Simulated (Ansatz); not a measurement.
Mean bond length (Å) of eight silicon and germanium compounds: PBE-D3(BJ) beside PBE0-D3(BJ), computed with Ansatz (an electronic-structure program) for isolated molecules in the bases named; differences from unrounded values. The eight are the first of their class met in an unordered collection, after screening for sound electronic states; none was chosen by its value. Each level has its own optimised geometry.

| molecule | basis | PBE0-D3(BJ) |
|---|---|---|
| C₃H₄O₂Si, SMILES C=C1OC(=O)[SiH2]1 | def2-SVP | 1.430 |
| SiF2ClBr, SMILES F[Si](Cl)(F)Br | def2-SVP | 1.848 |
| CH9ClOSi3, SMILES [SiH2]([SiH2][Si@H](Cl)C)O | def2-SVP | 1.577 |
| C4H6Ge, SMILES C(#C)[C]([GeH3])=C | def2-SVP | 1.382 |
| Se(SiH3)2 (H6SeSi2), SMILES [SiH3][Se][SiH3] | def2-SVP | 1.691 |
| ClFH5NSi2, SMILES N[SiH2][Si@H](F)Cl | def2-SVP | 1.588 |
| C3H10OSi2, SMILES C(=C)([SiH3])C[SiH2]O | def2-SVP | 1.408 |
| C3H9NSi2, SMILES C([SiH3])[C@@H](C#N)[SiH3] | def2-SVP | 1.446 |

Estimate the PBE-D3(BJ) values and say how PBE-D3(BJ) differs from PBE0-D3(BJ) over the set. (Estimate from the structure and the level; the computed values follow.)


```json
[
 {"molecule": "C₃H₄O₂Si, SMILES C=C1OC(=O)[SiH2]1", "PBE-D3(BJ)": "1.442", "difference": "0.013"},
 {"molecule": "SiF2ClBr, SMILES F[Si](Cl)(F)Br", "PBE-D3(BJ)": "1.866", "difference": "0.017"},
 {"molecule": "CH9ClOSi3, SMILES [SiH2]([SiH2][Si@H](Cl)C)O", "PBE-D3(BJ)": "1.587", "difference": "0.011"},
 {"molecule": "C4H6Ge, SMILES C(#C)[C]([GeH3])=C", "PBE-D3(BJ)": "1.392", "difference": "0.010"},
 {"molecule": "Se(SiH3)2 (H6SeSi2), SMILES [SiH3][Se][SiH3]", "PBE-D3(BJ)": "1.703", "difference": "0.012"},
 {"molecule": "ClFH5NSi2, SMILES N[SiH2][Si@H](F)Cl", "PBE-D3(BJ)": "1.600", "difference": "0.013"},
 {"molecule": "C3H10OSi2, SMILES C(=C)([SiH3])C[SiH2]O", "PBE-D3(BJ)": "1.418", "difference": "0.010"},
 {"molecule": "C3H9NSi2, SMILES C([SiH3])[C@@H](C#N)[SiH3]", "PBE-D3(BJ)": "1.455", "difference": "0.010"}
]
```
PBE-D3(BJ) lies below PBE0-D3(BJ) in 0 and above it in 8 of the eight; the mean signed difference is 0.012 and the largest 0.017 Å.
